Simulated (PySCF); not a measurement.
## Broadened absorption spectrum of C4H10OSi

Species: C₄H₁₀OSi.
Atom-mapped SMILES: `[CH3:1][O:2][SiH:3]1[CH2:4][CH2:5][CH2:6]1` (hydrogens: H7, H8, H9 on C1; H10 on Si3; H11, H12 on C4; H13, H14 on C5; H15, H16 on C6)

Computed, not measured: PySCF 2.14.0, density-fitted response routines, TDDFT CAM-B3LYP/def2-SVPD, vertical, gas phase, core orbitals frozen in the response. Geometry: GFN2-xTB, one conformer, isolated molecule. Torsions of this conformer, `[CH3:1][O:2][SiH:3]1[CH2:4][CH2:5][CH2:6]1`: C1–O2–Si3–C4 180°.

Computed states:

```csv
state,E (eV),f
S1,6.86,0.026
S2,7.29,0.020
S3,7.43,0.016
S4,7.54,0.073
S5,7.74,0.011
S6,7.82,0.038
S7,8.02,0.0056
S8,8.23,0.0035
```

Broadening: Gaussians 0.4 eV wide at half height, area fixed by f = 4.319×10⁻⁹ ∫ε dν̃. The cross-section is σ = 3.8235×10⁻²¹ ε cm², given in Mb (10⁻¹⁸ cm²). The width is an assumption, not a result. The curve ends short of the highest state used, and states not computed would add to its high-energy end.

(1) What does the envelope look like, and where are its maxima?

(2) Coming from long wavelengths, where does ε first pass 100 L mol⁻¹ cm⁻¹?

(3) On this curve, what absorbance would a 10⁻⁴ mol/L sample give at 193 nm over a 1 cm path?

Answers

(1) 
(E (eV), σ (Mb)): (6.26, 0.01), (6.28, 0.02), (6.31, 0.04), (6.33, 0.05), (6.36, 0.09), (6.38, 0.12), (6.41, 0.20), (6.43, 0.27), (6.46, 0.41), (6.48, 0.54), (6.51, 0.79), (6.53, 1.01), (6.56, 1.40), (6.58, 1.71), (6.61, 2.25), (6.63, 2.66), (6.66, 3.33), (6.68, 3.80), (6.71, 4.51), (6.73, 4.98), (6.76, 5.63), (6.78, 6.01), (6.81, 6.47), (6.83, 6.69), (6.86, 6.88), (6.88, 6.91), (6.91, 6.85), (6.93, 6.74), (6.96, 6.52), (6.98, 6.37), (7.01, 6.18), (7.03, 6.11), (7.05, 6.11), (7.08, 6.29), (7.10, 6.54), (7.13, 7.14), (7.15, 7.71), (7.18, 8.80), (7.20, 9.69), (7.23, 11.25), (7.25, 12.43), (7.28, 14.36), (7.30, 15.73), (7.33, 17.85), (7.35, 19.27), (7.38, 21.35), (7.40, 22.65), (7.43, 24.42), (7.45, 25.43), (7.48, 26.65), (7.50, 27.23), (7.53, 27.76), (7.55, 27.86), (7.58, 27.69), (7.60, 27.37), (7.63, 26.63)

Maxima: 180 nm (6.88 eV), ε about 1800, made up of S1 (95%); 164 nm (7.55 eV), ε about 7300, made up of S3 (12%) and S4 (67%) (ε in L mol⁻¹ cm⁻¹; maxima over ε = 5, shares over 10%).

(2) At about 192 nm (6.45 eV), 0.41 eV below S1.

(3) 193 nm is 6.424 eV, where ε is about 64 L mol⁻¹ cm⁻¹, so A = ε c l ≈ 0.0064 (Beer–Lambert, with the gas-phase spectrum and the assumed width).
